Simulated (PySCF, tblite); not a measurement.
Isomers of C2H13N3OSi3, one GFN2-xTB conformer each. Single-point energies are computed at PBE0/pcSseg-1 (PySCF, gas phase, no added dispersion term), electronic only.

**Question.** Rank them by PBE0/pcSseg-1 energy, lowest first (kJ/mol).
A. `[CH3:1][Si:2]1([CH3:3])[NH:4][SiH2:5][NH:6][Si@H:7]([OH:8])[NH:9]1` with N6–Si7–O8–H -62°, C1–Si2–N4–Si5 166°, Si2–N4–Si5–N6 -21°, N4–Si5–N6–Si7 -31°, Si5–N6–Si7–O8 168°
B. `[CH3:1][N:2]1[SiH2:3][NH:4][SiH2:5][CH2:6][NH:7][Si@@H:8]1[OH:9]` with N7–Si8–O9–H -49°, C1–N2–Si3–N4 -178°, N2–Si3–N4–Si5 51°, Si3–N4–Si5–C6 -78°, N4–Si5–C6–N7 59°
C. `[OH:1][Si@H:2]1[NH:3][CH2:4][CH2:5][SiH2:6][NH:7][SiH2:8][NH:9]1` with H–O1–Si2–N3 51°, O1–Si2–N3–C4 46°, Si2–N3–C4–C5 63°, N3–C4–C5–Si6 54°, C4–C5–Si6–N7 -101°
D. `[OH:1][Si@@H:2]1[CH2:3][NH:4][CH2:5][SiH2:6][NH:7][SiH2:8][NH:9]1` with H–O1–Si2–C3 61°, O1–Si2–C3–N4 -153°, Si2–C3–N4–C5 -78°, C3–N4–C5–Si6 166°, N4–C5–Si6–N7 -31°
E. `[OH:1][SiH:2]1[NH:3][CH2:4][SiH2:5][NH:6][SiH2:7][CH2:8][NH:9]1` with H–O1–Si2–N3 -168°, O1–Si2–N3–C4 -163°, Si2–N3–C4–Si5 -33°, N3–C4–Si5–N6 -57°, C4–Si5–N6–Si7 98°

**Answer.** A (0.0), C (190.7), B (252.2), D (269.9), E (310.5).

GFN2-xTB itself gives, in the same order: 0.0, 50.3, 72.4, 156.5, 167.9. Both levels put the same isomer lowest; measured from each level's own lowest isomer, the values differ by up to 179.8 kJ/mol (CN1[SiH2]N[SiH2]CN[Si@@H]1O: 72.4 against 252.2).

**Question.** Which frontier levels, dipoles and rotational constants go with these structures?

**Answer.** 
| SMILES | HOMO (eV, PBE0/pcSseg-1) | LUMO (eV) | dipole (D) | A, B, C (MHz) |
| --- | --- | --- | --- | --- |
| C[Si]1(C)N[SiH2]N[Si@H](O)N1 | -7.11 | 0.94 | 1.58 | 1289, 844.6, 636.9 |
| O[Si@H]1NCC[SiH2]N[SiH2]N1 | -6.99 | 0.59 | 0.95 | 1290, 917.9, 609.5 |
| CN1[SiH2]N[SiH2]CN[Si@@H]1O | -6.67 | 0.39 | 1.18 | 1316, 932.1, 588.3 |
| O[Si@@H]1CNC[SiH2]N[SiH2]N1 | -6.83 | 0.61 | 2.23 | 2034, 682.5, 588.7 |
| O[SiH]1NC[SiH2]N[SiH2]CN1 | -6.32 | 0.46 | 0.89 | 1294, 847.5, 565.8 |

**Question.** What happens when harmonic zero-point energies from GFN2-xTB frequencies are added?

**Answer.** 
```tsv
SMILES	ZPE (kJ/mol)	electronic (kJ/mol)	with ZPE (kJ/mol)
C[Si]1(C)N[SiH2]N[Si@H](O)N1	420.9	0.0	0.0
O[Si@H]1NCC[SiH2]N[SiH2]N1	417.6	190.7	187.5
CN1[SiH2]N[SiH2]CN[Si@@H]1O	415.8	252.2	247.1
O[Si@@H]1CNC[SiH2]N[SiH2]N1	421.5	269.9	270.6
O[SiH]1NC[SiH2]N[SiH2]CN1	415.1	310.5	304.8
```

The zero-point energies span 6.4 kJ/mol. The order is unchanged.
